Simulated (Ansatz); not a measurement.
[MOF4] with several metals: vertical IE (eV) at several levels, gas phase, relaxed structures; Ansatz. Core potentials for Nb, Re, Ta, Tc, W in the def2 sets, no spin–orbit coupling. Singlets are spin-restricted. The spins of the ions were chosen, not always searched. A dash marks a value that wasn't run or was left out as unsound. The structures are stationary points that may keep the symmetry of their start. Remarks come from the PBE and PBE0 runs and from stability tests at other levels; not every state was tested. A HOMO above zero means that the electron is unbound at that level and held by the basis, or that self-interaction error raises the level; the energy of removing that electron tells which. HOMO above LUMO (over both spins in singlets and doublets, within one spin in higher multiplets; at PBE or PBE0), or a gap under 0.15 eV within one spin, warns that the state may not be the lowest or that an electron is smeared out.

| species | state | geometry | r2SCAN-D4/def2-TZVPD | PBE0-D4/def2-TZVPD | remarks |
| --- | --- | --- | --- | --- | --- |
| [NbOF4]- (NbOF4⁻) | singlet to doublet | r2SCAN-D4/def2-SVPD | 6.65 | 6.90 | gap within one spin near zero at PBE or PBE0 (neutral doublet) |
| [WOF4]- (WOF4⁻) | doublet to singlet | r2SCAN-D4/def2-SVPD | – | 3.07 | HOMO above zero at PBE or PBE0 |
| [TcOF4]- (TcOF4⁻) | singlet to doublet | PBE0-D4/def2-SVPD | 3.26 | 3.84 | HOMO above zero at PBE or PBE0 |
| [TaOF4]- (TaOF4⁻) | singlet to doublet | r2SCAN-D4/def2-SVPD | 6.46 | 6.65 | gap within one spin near zero at PBE or PBE0 (neutral doublet) |
| [ReOF4]- (ReOF4⁻) | singlet to doublet | PBE0-D4/def2-SVPD | 2.59 | 3.06 | HOMO above zero at PBE or PBE0 |

Problem. Estimate the column for PBE-D4/def2-TZVPD.

Solution. [NbOF4]- (NbOF4⁻) 6.52; [WOF4]- (WOF4⁻) 2.42; [TcOF4]- (TcOF4⁻) 3.10; [TaOF4]- (TaOF4⁻) 6.38; [ReOF4]- (ReOF4⁻) 2.47.

Over the 4 species that have every level, the mean is 4.62 at PBE-D4/def2-TZVPD, 4.74 at r2SCAN-D4/def2-TZVPD, 5.11 at PBE0-D4/def2-TZVPD.
